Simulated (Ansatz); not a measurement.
`[SH][Al]([Cl])[Br]` + NH₃ → `[NH2][Al]([SH])[Cl]` + HBr at 700 K and 1 bar (ligand exchange at the Al–Br bond).

Gas-phase electronic energies from Ansatz, PBE0-D4/def2-TZVP geometries. CBS: MP2 limit from def2 TZ/QZ plus the TZ coupled-cluster correction, frozen cores. This one scheme is used for every species. For Br outer-core shells are correlated without core-valence functions, which leaves a few kJ/mol of doubt a bond. Scalar relativity is left out up to krypton. Each species was taken in one conformer, which may not be the lowest.

```tsv
species	CCSD(T)/CBS energy (Eh)	H − E (kJ/mol)	S (J/(mol·K))
`[SH][Al]([Cl])[Br]`	-3673.67780	88.8	428.3
NH₃	-56.50880	116.9	226.5
`[NH2][Al]([SH])[Cl]`	-1156.24062	162.6	436.9
HBr	-2573.91920	36.5	223.7
```

H − E and S are ideal-gas, rigid-rotor, harmonic terms from PBE0-D4/def2-TZVP, for one conformer and one mirror image of each species. 1 Eh = 2625.50 kJ/mol, R = 8.31446 J/(mol·K).

Question: By hand: ΔE, ΔH, ΔS and ΔG.

Answer: ΔE = (-1156.24062) + (-2573.91920) − (-3673.67780) − (-56.50880) = 0.02678 Eh = 70.3 kJ/mol. Δ(H − E) = 162.6 + 36.5 − 88.8 − 116.9 = -6.6, so ΔH = 63.7 kJ/mol. ΔS = 436.9 + 223.7 − 428.3 − 226.5 = 5.8 J/(mol·K). ΔG = 63.7 − 700 × (5.8)/1000 = 59.6 kJ/mol.

Question: By hand: the equilibrium constant, and the temperature at which ΔG would vanish if ΔH and ΔS stayed fixed.

Answer: log₁₀ K = −ΔG/(RT ln 10) = -4.4. ΔG = 0 at ΔH/ΔS = 10983 K, far beyond where these terms or the molecules hold.

The number of gas molecules stays the same, so ΔS is small and ΔH decides. A doubt of 5 kJ/mol in ΔE shifts log₁₀ K by 0.4 here. Other conformers and mirror images would add mixing entropy, several J/(mol·K) or more a flexible species. These are equilibria of isolated gas molecules and say nothing of rates. Largest T1 diagnostic: 0.010 (customary marks: 0.02 for closed shells, 0.045 for open ones).
